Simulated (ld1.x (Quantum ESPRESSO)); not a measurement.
# Transferability test, TM potential for cadmium (Cd)

cadmium, norm-conserving Troullier–Martins (Kleinman–Bylander form), made with ld1.x (Quantum ESPRESSO) 7.5 (Wu–Cohen, scalar-relativistic). Core [Ar] 3d10 4s2, reference 4p6 4d10 5s1.75 5p0 (charge +0.25). Waves: 5s (bound): rc 2.45 bohr; 4p (bound): rc 1.05 bohr; 4d (bound): rc 1.90 bohr. Local part: all-electron potential smoothed inside 2.20 bohr (lloc = -1). Core correction: a·sin(br)/r model core, default radius (core density twice the valence density).

Energies are relative to the spin-unpolarised reference configuration 4p6 4d10 5s1.75 5p0; without spin polarisation the order of configurations can differ from experiment.

Task: Give the all-electron excitation energy and the error of the potential for: 4p6 4d10 5s2 5p0; 4p6 4d10 5s1 5p0; 4p6 4d10 5s0 5p0; 4p6 4d9 5s0 5p0; 4p5 4d10 5s2 5p0; 4p6 4d9 5s2 5p0; 4p6 4d9 5s2 5p1.

Result:

```tsv
valence configuration	charge	ΔE all-electron (eV)	error AE − PS (meV)
4p6 4d10 5s2 5p0	0	-1.644	+0.4
4p6 4d10 5s1 5p0	+1	7.669	-2.3
4p6 4d10 5s0 5p0	+2	24.760	-29
4p6 4d9 5s0 5p0	+3	62.782	-35
4p5 4d10 5s2 5p0	+1	72.522	-93
4p6 4d9 5s2 5p0	+1	16.332	+40
4p6 4d9 5s2 5p1	0	11.013	-325
```

Levels in the configuration 4p6 4d10 5s2 5p0:

| level | all-electron (eV) | pseudo (eV) |
| --- | --- | --- |
| 4p | -66.924 | -66.945 |
| 4d | -11.723 | -11.734 |
| 5s | -5.705 | -5.706 |
